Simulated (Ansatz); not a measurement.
Reaction (substitution at a C–Al bond): `B[C](=C)[AlH][F]` + CH₃SH → `BC(=C)SC` + `[F][AlH2]`

Program: Ansatz. Geometries: PBE0-D4/def2-TZVP. ΔE: electronic, gas phase. CCSD(T)/CBS adds triple-zeta CCSD(T) − MP2 to the extrapolated MP2 energy (def2 sets, frozen cores). This one scheme is used for every species. One conformer a species, not always the lowest.

```tsv
species	MP2/def2-TZVPP energy (Eh)
`B[C](=C)[AlH][F]`	-445.56250
CH₃SH	-438.11556
`BC(=C)SC`	-540.69088
`[F][AlH2]`	-342.97452
```

Work out ΔE.

ΔE = (-540.69088) + (-342.97452) − (-445.56250) − (-438.11556) = 0.01266 Eh = +33.2 kJ/mol. CCSD(T)/CBS gives +35.5 kJ/mol.

Largest T1 diagnostic among the species: 0.012.

The D4 term adds −6.2 kJ/mol with B3LYP and −3.3 kJ/mol with PBE0; it sums over pairs of atoms, weighted by their polarisabilities, and B3LYP, whose exchange is more repulsive, gets the larger term. In def2-TZVPP, CCSD(T) changes the Hartree–Fock value by −15.9 kJ/mol (the triples alone add −4.6 kJ/mol) and MP2 by −20.0 kJ/mol. From PBE to PBE0 (25 % exact exchange), in def2-TZVPP and without D4, ΔE moves by +6.2 kJ/mol.

B3LYP here is the variant with VWN-RPA as its local correlation; programs differ in this.
